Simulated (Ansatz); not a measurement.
Spectroscopic constants of ZnO, multiplicity 3 (not the ground state: that is measured with 2S+1 = 1). No spin–orbit coupling. Zn is treated without relativity.

Constants: fifth-degree fit in 1/R to seven points, most abundant isotopes. In def2 and cc sets the state is the lowest found near the PBE0 minimum, followed along R.

Programs: Ansatz (Gaussian orbitals). Each number belongs to the level named beside it.

```json
[
 {"level": "PBE/def2-TZVPP", "r_e (Å)": "1.883", "ω_e (cm⁻¹)": "491", "α_e (cm⁻¹)": "0.0043", "ω_e x_e (cm⁻¹)": "4.5", "dipole (D)": "2.11"},
 {"level": "PBE0/def2-TZVPP", "r_e (Å)": "1.866", "ω_e (cm⁻¹)": "529", "α_e (cm⁻¹)": "0.0041", "ω_e x_e (cm⁻¹)": "4.9", "dipole (D)": "2.41"},
 {"level": "wB97X-V/def2-TZVPP", "r_e (Å)": "1.858", "ω_e (cm⁻¹)": "553", "α_e (cm⁻¹)": "0.0037", "ω_e x_e (cm⁻¹)": "4.2", "dipole (D)": "2.54"},
 {"level": "CCSD/def2-TZVPP", "r_e (Å)": "1.858", "ω_e (cm⁻¹)": "558", "α_e (cm⁻¹)": "0.0038", "ω_e x_e (cm⁻¹)": "4.6", "dipole (D)": "-"},
 {"level": "CCSD(T)/def2-TZVPP", "r_e (Å)": "1.860", "ω_e (cm⁻¹)": "551", "α_e (cm⁻¹)": "0.0038", "ω_e x_e (cm⁻¹)": "4.3", "dipole (D)": "-"}
]
```

Correlated levels freeze the inner cores; with def2 sets outer-core shells near the valence are correlated too.

Ansatz is an electronic-structure program.
